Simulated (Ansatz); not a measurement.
Relaxation of CH6NSi2 (10 atoms, charge 1, multiplicity 1), to a largest force component of 0.02 eV/Å in at most 50 steps.

Method: RKS PBE0-D4/STO-3G in Ansatz 0.2.0.

```xyz
10
Properties=species:S:1:pos:R:3:forces:R:3
N 0.660 -1.158 -1.543 -0.64 0.24 2.72
Si 0.162 -0.929 0.390 -0.80 3.16 0.21
C -0.305 0.745 0.404 0.26 -1.45 0.47
Si -0.886 1.943 1.596 0.51 -1.34 -1.13
H 1.443 -0.540 -1.747 1.28 0.93 -0.53
H -0.122 -0.821 -2.103 -1.15 0.50 -1.05
H 0.902 -2.098 -1.856 0.38 -1.43 -0.48
H 0.469 -2.316 0.730 -0.08 -0.10 -0.13
H -1.139 1.895 3.035 0.19 -0.21 -0.04
H -1.184 3.280 1.094 0.05 -0.30 -0.03
```

**Question.** Where does it end, and by what steps?

**Answer.** The forces met the threshold. Limits of this set-up: minimal basis, the dipole of an ion depends on the origin. After 17 steps the energy has fallen by 1.888 eV; H9 moved furthest, 1.42 Å.

```json
{"step": "0", "energy less start (eV)": "0.0000", "largest force component (eV/Å)": "3.162", "accepted": "yes"}
{"step": "1", "energy less start (eV)": "-0.4168", "largest force component (eV/Å)": "0.881", "accepted": "yes"}
{"step": "2", "energy less start (eV)": "-0.6162", "largest force component (eV/Å)": "0.638", "accepted": "yes"}
{"step": "3", "energy less start (eV)": "-0.8454", "largest force component (eV/Å)": "1.130", "accepted": "yes"}
{"step": "4", "energy less start (eV)": "-1.1084", "largest force component (eV/Å)": "1.208", "accepted": "yes"}
{"step": "5", "energy less start (eV)": "-1.3639", "largest force component (eV/Å)": "1.152", "accepted": "yes"}
{"step": "6", "energy less start (eV)": "-1.5886", "largest force component (eV/Å)": "0.864", "accepted": "yes"}
{"step": "7", "energy less start (eV)": "-1.7499", "largest force component (eV/Å)": "0.680", "accepted": "yes"}
{"step": "8", "energy less start (eV)": "-1.8423", "largest force component (eV/Å)": "0.402", "accepted": "yes"}
{"step": "9", "energy less start (eV)": "-1.8674", "largest force component (eV/Å)": "0.363", "accepted": "yes"}
{"step": "10", "energy less start (eV)": "-1.8733", "largest force component (eV/Å)": "0.333", "accepted": "yes"}
{"step": "11", "energy less start (eV)": "-1.8849", "largest force component (eV/Å)": "0.128", "accepted": "yes"}
{"step": "12", "energy less start (eV)": "-1.8859", "largest force component (eV/Å)": "0.083", "accepted": "yes"}
{"step": "13", "energy less start (eV)": "-1.8872", "largest force component (eV/Å)": "0.079", "accepted": "yes"}
{"step": "14", "energy less start (eV)": "-1.8870", "largest force component (eV/Å)": "0.045", "accepted": "no"}
{"step": "15", "energy less start (eV)": "-1.8875", "largest force component (eV/Å)": "0.059", "accepted": "yes"}
{"step": "16", "energy less start (eV)": "-1.8875", "largest force component (eV/Å)": "0.052", "accepted": "no"}
{"step": "17", "energy less start (eV)": "-1.8876", "largest force component (eV/Å)": "0.010", "accepted": "yes"}
```

```xyz
10
Properties=species:S:1:pos:R:3
N 0.807 -1.052 -1.390
Si -0.095 -1.033 0.292
C -0.544 0.494 0.704
Si -0.741 1.906 1.569
H 1.299 -0.141 -1.578
H 0.163 -1.205 -2.210
H 1.542 -1.801 -1.463
H -0.805 -2.288 0.225
H 0.169 2.287 2.627
H -1.795 2.833 1.224
```

Whether the end is a true minimum wasn't checked by a vibrational analysis.

Time of the run: 40 s on 1 thread of Intel(R) Xeon(R) Platinum 8488C (Sapphire Rapids) (shared host), peak memory 0.14 GiB.
